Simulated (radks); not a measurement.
Results of a calculation; reference values are marked as such.
Ho3+, 64 electrons, occupied as [Xe] 4f8 6p2 (not the ground configuration). Code: a radial shooting solver on a logarithmic mesh with Libxc functionals. Model: non-relativistic Kohn-Sham, LDA (Slater exchange, Perdew-Wang correlation), spin-polarised, spherical densities, point nucleus; open shells are filled with parallel spins first (spin-orbit coupling, left out, can overturn this in heavy ions); relativity is left out, which matters for an element this heavy. Some entries of the table are withheld. Estimate them.

orbital  occ.  eigenvalue (eV)  <1/r> (bohr^-1)
1s up       1        -51818.15            66.41
1s down     1        -51818.12            66.41
2s up       1        -8382.807            15.48
2s down     1        -8382.582            15.48
2p up       3        -8000.292            15.52
2p down     3        -8000.139            15.52
3s up       1        -1912.222            5.871
3s down     1        -1908.529            5.877
3p up       3        -1739.177            5.817
3p down     3        -1735.791            5.824
3d up       5        -1415.439            5.726
3d down     5        -1412.935            5.732
4s up       1        -418.8458            2.529
4s down     1        -412.8257            2.525
4p up       3        -349.6675            2.439
4p down     3        -343.7052            2.435
4d up       5        -225.1226            2.243
4d down     5        -219.2766            2.236
5s up       1         -89.6293            1.036
5s down     1         -87.3414            1.022
5p up       3         -68.9179              (1)
4f up       7         -68.7071              (2)
5p down     3         -66.9691              (3)
4f down     1         -63.2020              (4)
6p up       2              (5)           0.3979
6p down     0              (6)           0.3926

Answer. 
(1) 5p up <1/r> (bohr^-1): 0.9406
(2) 4f up <1/r> (bohr^-1): 1.822
(3) 5p down <1/r> (bohr^-1): 0.9279
(4) 4f down <1/r> (bohr^-1): 1.800
(5) 6p up eigenvalue (eV): -23.1344
(6) 6p down eigenvalue (eV): -21.2364
